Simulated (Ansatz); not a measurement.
PBE exchange is replaced step by step with exact exchange (0 % is PBE, 25 % PBE0; no dispersion term), basis def2-TZVP, Ansatz. System: the cluster K₃O⁺. Charge 1, multiplicity 1. Geometry: r2SCAN-D4/def2-TZVP, each spin state at its own.

The relaxed quintet has other bonds than the singlet, so its gap is one between isomers.

Geometry of the singlet:

Cartesian coordinates in Å:
```
K 2.306 -0.449 0.225
K -1.370 0.127 1.918
K -0.936 0.320 -2.144
O 0.000 0.002 0.000
```

The structure comes from a short search, and lower isomers may exist.

| exact exchange (%) | HOMO (eV) | LUMO (eV) | gap (eV) | triplet − singlet (kJ/mol) | quintet − singlet (kJ/mol) |
| --- | --- | --- | --- | --- | --- |
| 0 | -6.26 | -4.46 | 1.80 | 201.4 | 623.3 |
| 5 | -6.45 | -4.33 | 2.12 | 195.2 | 610.8 |
| 10 | -6.65 | -4.20 | 2.44 | 189.1 | 598.6 |
| 15 | -6.85 | -4.08 | 2.77 | 183.3 | 586.7 |
| 25 | -7.27 | -3.84 | 3.43 | 172.3 | 564.0 |
| 35 | -7.70 | -3.61 | 4.09 | 161.9 | 542.2 |
| 50 | -8.38 | -3.28 | 5.10 | 147.6 | 511.5 |
